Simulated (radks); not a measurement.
Tm2+, 67 electrons, occupied as [Xe] 4f12 6d1 (not the ground configuration).

Calculated with a radial shooting solver on a logarithmic mesh with Libxc functionals: Dirac Kohn-Sham, PBE, spin-unpolarised, spherical densities, finite nucleus; open shells fill j = l - 1/2 first; Fermi nuclear charge, rms radius 5.2256 fm.

Energy parts (eV):
total: -369515.33
kinetic: 409073.04
electron-nucleus: -914077.19
Hartree: 143270.13
exchange-correlation: -7781.32

Orbitals (lengths in bohr, moments of r in powers of bohr; <r^-3> diverges for s and p1/2; r(max) is where P^2 peaks; r(90%) holds 90 % of the orbital's charge):
orbital  occ.  eigenvalue (eV)  r(90%)      <r^2>   r(max)  <r^-3>  small-component weight
1s1/2       2        -59230.06  0.0363  0.0005486  0.01261       -                6.68e-02
2s1/2       2        -10010.50   0.131   0.008458  0.07207       -                1.50e-02
2p1/2       2        -9543.890   0.116   0.006089  0.05403       -                1.50e-02
2p3/2       4        -8563.774   0.126   0.007305  0.06035   12820                1.38e-02
3s1/2       2        -2271.696   0.324    0.05572   0.2035       -                4.84e-03
3p1/2       2        -2066.110   0.316    0.05148   0.1912       -                4.78e-03
3p3/2       4        -1859.173   0.335    0.05828   0.2043    2813                4.42e-03
3d3/2       4        -1508.033   0.307    0.04578   0.1611   480.2                4.31e-03
3d5/2       6        -1462.814   0.313    0.04766   0.1648   417.9                4.20e-03
4s1/2       2        -469.9425   0.715     0.2796   0.4647       -                1.56e-03
4p1/2       2        -387.1935   0.736     0.2914   0.4664       -                1.48e-03
4p3/2       4        -340.3825   0.782     0.3288   0.4943   636.7                1.34e-03
4d3/2       4        -204.1163   0.848     0.3691   0.4959   93.45                1.16e-03
4d5/2       6        -195.5786   0.864     0.3838   0.5049   79.86                1.12e-03
5s1/2       2         -77.9844    1.74      1.644    1.084       -                3.25e-04
5p1/2       2         -54.9796    1.97      2.054    1.176       -                2.61e-04
5p3/2       4         -48.7535    2.11      2.366    1.259   83.34                2.28e-04
4f5/2       6         -30.6187    1.27     0.7219   0.4902   12.42                7.07e-04
4f7/2       6         -29.3473    1.30     0.7508   0.4954   11.86                6.91e-04
6d3/2       1          -8.0972    7.82      33.98    5.251   1.012                2.23e-05
6d5/2       0          -8.0051    7.90      34.67    5.313  0.8892                2.21e-05

The highest occupied level is 6d3/2 at -8.097 eV. Summed over all electrons, <r^2> = 66.89 bohr^2, which gives a Langevin (diamagnetic) susceptibility term of -53 x 10^-6 cm^3/mol.
